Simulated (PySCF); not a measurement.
Mo(O)2(F)(NH2) (FH2MoNO2), SMILES [Mo](=[O])([NH2])(=[O])[F], multiplicity 1. Geometry optimised at PBE-D3(BJ)/def2-SVP. The spin state was assumed, not searched. The structure was generated by enumeration; whether it is a known compound was not checked. The def2 effective core potentials stand for the cores of Mo; spin–orbit coupling is left out. The values are those of a single conformer.

Question: Give the equilibrium geometry at PBE-D3(BJ)/def2-SVP (PySCF confirms it by a frequency run) as a Z-matrix, and its point group. (Estimate from the structure and the level; the computed values follow.)

Answer: This is not unique; one that fits is point group Cs.
```
Mo
O 1 1.6981
O 1 1.6981 2 110.68
F 1 1.8675 2 110.09 3 121.94
N 1 1.9289 2 107.80 3 -117.67
H 5 1.0260 1 123.71 2 142.31
H 5 1.0260 6 111.15 1 166.74
```
Charge 0, spin multiplicity 1.
